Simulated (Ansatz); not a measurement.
`[F][In@H-]1[Br+][In@@H-]([F])[Br+]1`, relaxed with RKS PBE0-D4/def2-TZVP in Ansatz 0.2.0 from a GFN2-xTB geometry. The force threshold is 0.005 eV/Å; the program also tests the step.

Charge 0, multiplicity 1. In takes the def2 core potential.

Start:

```xyz
8

F    -2.309    1.498    1.663
In   -0.581    0.614    1.645
Br   -0.889   -1.703    0.320
In    0.715   -0.668   -1.571
F    -0.373   -0.423   -3.161
Br    0.850    1.718   -0.344
H     0.386    0.383    2.982
H     2.202   -1.419   -1.535
```

Task: How much energy does the relaxation release, and in how many steps? (An estimate is asked.)

Result: The calculation gave: 0.07 eV, in 13 steps, 2 of them rejected.

Task: Which bonds change most? (Estimate.)

Result: The calculation gave: In2–Br3 from 2.688 to 2.661 Å; In2–Br6 from 2.688 to 2.661 Å; Br3–In4 from 2.687 to 2.661 Å; In4–Br6 from 2.686 to 2.661 Å.

Task: Give the relaxed structure. (Best estimate.)

Result: The calculation gave: 
```xyz
8

F    -2.288    1.428    1.359
In   -0.563    0.612    1.679
Br   -0.775   -1.690    0.362
In    0.744   -0.684   -1.577
F    -0.557   -0.290   -2.954
Br    0.916    1.634   -0.283
H     0.288    0.461    3.132
H     2.234   -1.470   -1.717
```
